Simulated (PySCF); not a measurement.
C3H3, SMILES C#C[CH2] (connectivity only; charge and spin as stated), charge +1, multiplicity 1.

Geometry: PBE0-D3(BJ)/def2-TZVP. The spin state was assumed, not searched. The isomer is the one that the SMILES or the coordinates give; other isomers of the formula were not compared.

Two levels are set side by side: PBE/def2-TZVPD (PySCF) and B3LYP/def2-TZVPD (PySCF). Same geometry, gas phase. Differences are taken from unrounded values.

| quantity | B3LYP | PBE | PBE minus B3LYP |
|---|---|---|---|
| orbital gap (eV) | 3.94 | 2.06 | -1.88 |
| highest occupied level (eV) | -15.20 | -14.19 | 1.01 |
| lowest empty level (eV) | -11.26 | -12.13 | -0.87 |
| mean polarisability (bohr³) | 30.2 | 30.0 | -0.2 |

PBE's occupied levels lie high since its potential decays too fast outside the molecule; exact exchange lowers them and widens the gap. Differences between two approximate levels are no errors against the true value.

Rough cost on one machine, each run with all the roots and properties that it gave: B3LYP against PBE within a factor of 2.
